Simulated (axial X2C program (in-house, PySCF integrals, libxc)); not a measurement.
# PbH⁺ at several levels of theory

Calculated with an in-house all-electron X2C program for linear molecules (integrals from PySCF). Spin-free means the one-electron spin-free X2C Hamiltonian; two-component (2c) means X2C with spin–orbit coupling and atomic mean-field two-electron Coulomb and Gaunt terms, so the difference of the two also holds small scalar two-electron terms. Basis: Pb dyall-cv3z [12s14p10d7f1g], H dyall-v3z [6s2p1d] (cores contracted in-house); Gaussian nuclei, density fitting, unrestricted open shells. Masses: Pb 207.977 u, H 1.008 u.

State, spin-free: M_S = 0, Λ = 0 (closed shell); electrons by block: σα: 15, σβ: 15, π+α: 8, π+β: 8, π-α: 8, π-β: 8, δ+α: 4, δ+β: 4, δ-α: 4, δ-β: 4, φ+α: 1, φ+β: 1, φ-α: 1, φ-β: 1. Fragments: Pb+ + H.

State, 2c: Ω = 0 (closed shell); electrons by block: 1/2: 23, -1/2: 23, 3/2: 12, -3/2: 12, 5/2: 5, -5/2: 5, 7/2: 1, -7/2: 1. Fragments: Pb+ + H.

| Hamiltonian | level | Re (Å) | ωe (cm⁻¹) | ωexe (cm⁻¹) | De (eV) | D0 (eV) | μ (D) |
| --- | --- | --- | --- | --- | --- | --- | --- |
| spin-free | PBE0 | 1.824 | 1739.4 | 21.2 | 2.53 | 2.42 | -0.34 |
| spin-free | HF | 1.808 | 1830.4 | 20 | 1.62 | 1.51 | -0.26 |
| spin-free | MP2 | 1.804 | 1794.5 | 21.8 | 2.37 | 2.26 | n/a |
| spin-free | CCSD | 1.817 | 1739.1 | 24.5 | 2.59 | 2.48 | n/a |
| spin-free | CCSD(T) | 1.821 | 1718.6 | 25.6 | 2.61 | 2.51 | n/a |
| spin-free | TPSSh | 1.830 | 1729.0 | 21.4 | 2.73 | 2.62 | -0.44 |
| 2c | PBE0 | 1.811 | 1707.1 | 23.7 | 1.74 | 1.63 | 0.06 |
| 2c | HF | 1.790 | 1829.8 | 21.3 | 0.724 | 0.611 | 0.12 |
| 2c | MP2 | 1.790 | 1773.7 | 24.1 | 1.55 | 1.44 | n/a |
| 2c | CCSD | 1.806 | 1705.7 | 28.2 | 1.73 | 1.62 | n/a |
| 2c | CCSD(T) | 1.811 | 1675.6 | 30.5 | 1.77 | 1.66 | n/a |
| 2c | TPSSh | 1.820 | 1694.4 | 23.9 | 1.99 | 1.89 | -0.08 |

Correlated methods: 14 electrons correlated (number of frozen shells: Pb 5 s, 4 p, 2 d, 1 f; H none), 196 virtual spin orbitals or spinors in MP2, 90 natural virtuals in coupled cluster.

Dipoles are positive if H is the positive end and refer to the centre of mass.

The state is a single determinant with fixed occupations, the lowest that a limited PBE0 search found. Closed shells are restricted here (equal orbitals for both partners); the stretched side of such a curve lies too high. Dissociation energies refer to the lowest single-determinant-based atoms at the same level and basis. CCSD and (T) use frozen natural virtuals with an MP2 correction for the truncation; (T) itself is uncorrected, so its De runs slightly low. The functionals have no current-density term, which raises determinants with orbital currents, atoms included.

Rough cost a point (2c) on 1 thread(s) of a shared host, integrals apart: PBE0 0.5 s, HF 0.4 s, CCSD(T) 6 s, TPSSh 0.9 s.

The whole task took 3.3 min on 1 thread of Arm Neoverse V1 (shared host).
